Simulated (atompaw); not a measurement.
**Logarithmic derivatives: neodymium (Nd), PAW (atompaw)**

* Element: Nd (Z = 60)
* Generator: atompaw 4.2.0.5
* Type: PAW
* Functional: PBE
* Relativity: scalar-relativistic
* Frozen core: [Xe]
* Valence charge: 6
* Reference configuration: 4f4 5d0 6s0 6p0 (charge +2)
* Partial waves: 6s (bound, empty): rc 3.00 bohr; 6s channel at 1.7 Ry: rc 3.00 bohr; 6p (bound, empty): rc 3.00 bohr; 6p channel at 0.05 Ry: rc 3.00 bohr; 5d (bound, empty): rc 3.00 bohr; 5d channel at -0.6 Ry: rc 3.00 bohr; 4f (bound): rc 1.95 bohr; 4f channel at -0.2 Ry: rc 1.95 bohr
* Local potential: bessel scheme, radius 2.80 bohr
* Core correction: smooth core density matched at 1.95 bohr
* Augmentation charge: sinc compensation charge, radius 2.35 bohr; PAW radius 3.00 bohr; waves and projectors: custom polynom2 7 10 vanderbiltortho

The phase is arctan(r·u′/u) with u = r·R(r), unwrapped; energies in Ry, scanned from -3 to 5 Ry. A pole is an energy at which the radial function vanishes at the test radius. The pseudo phase is shifted by a multiple of π to meet the all-electron one at the reference energy, and phase errors are pseudo minus all-electron; the curves can meet again beyond the range given. Levels narrower than the energy grid can be missing from the lists of poles.

Task: For each channel, where are the poles, and over which energies does the pseudopotential scatter like the atom?

Result:

| channel | radius (bohr) | reference energy (Ry) | poles, all-electron | poles, pseudo | unbroken range about the reference energy with phases within 0.05 rad | phase error 1 Ry above the reference energy (rad) |
| --- | --- | --- | --- | --- | --- | --- |
| s | 3.01 | -0.98 | 1.75 | 1.30, 1.75 | below 1.3 | -0.013 |
| p | 3.01 | -0.71 | -2.38, 2.99 | -2.02, 3.40 | -1.8 to 4.3 | +0.001 |
| d | 3.01 | -1.00 | -0.25 | -0.25 | below 1.6 | +0.000 |
| f | 3.01 | -1.07 | -1.02, 2.40 | -1.02, 2.86 | below 0.6 | +0.000 |

Note: ghost state, extra bound levels that the all-electron valence spectrum of the same l lacks: p at -29.0 eV. A true bound ghost makes a file unfit for plane-wave use.

Phases in the f channel:

```
E (Ry)  all-electron  pseudo
 -3.00         1.367   1.368
 -2.52         1.345   1.346
 -2.04         1.313   1.314
 -1.56         1.252   1.253
 -1.08        -1.007  -1.007
 -0.60        -1.905  -1.905
 -0.12        -2.103  -2.103
  0.36        -2.659  -2.646
  0.84        -3.941  -3.888
  1.32        -4.437  -4.396
  1.80        -4.606  -4.566
  2.28        -4.695  -4.651
  2.76        -4.761  -4.704
  3.24        -4.825  -4.743
  3.72        -4.907  -4.777
  4.20        -5.061  -4.809
  4.68        -5.566  -4.843
```
